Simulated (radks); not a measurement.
Question: Zn16+, configuration [Ne] 3s2 3p2 (the NIST ground configuration). Calculated with a radial shooting solver on a logarithmic mesh with Libxc functionals: scalar-relativistic Kohn-Sham, PBEsol, spin-polarised, spherical densities, finite nucleus; open shells are filled with parallel spins first; Fermi nuclear charge, rms radius 3.9283 fm. Some entries of the table are withheld. Estimate them.

orbital  occ.  eigenvalue (Ry)  <1/r> (bohr^-1)  r(max) (bohr)
1s up       1        -742.7712            30.21        0.03293
1s down     1        -742.6233            30.21        0.03293
2s up       1        -127.1269            6.646         0.1886
2s down     1        -126.9973            6.649         0.1886
2p up       3        -116.1245            6.516         0.1513
2p down     3        -115.9508            6.516         0.1515
3s up       1        -44.39448            2.519         0.5372
3s down     1        -43.75937            2.511         0.5374
3p up       2        -40.94804            2.436         0.5244
3p down     0        -40.31888            2.430         0.5245
3d up       0              (1)            2.279         0.4394
3d down     0              (2)            2.285         0.4358
4s up       0              (3)            1.290          1.116
4s down     0              (4)            1.283          1.121

Answer: 
(1) 3d up eigenvalue (Ry): -35.93672
(2) 3d down eigenvalue (Ry): -35.38837
(3) 4s up eigenvalue (Ry): -21.93305
(4) 4s down eigenvalue (Ry): -21.71150
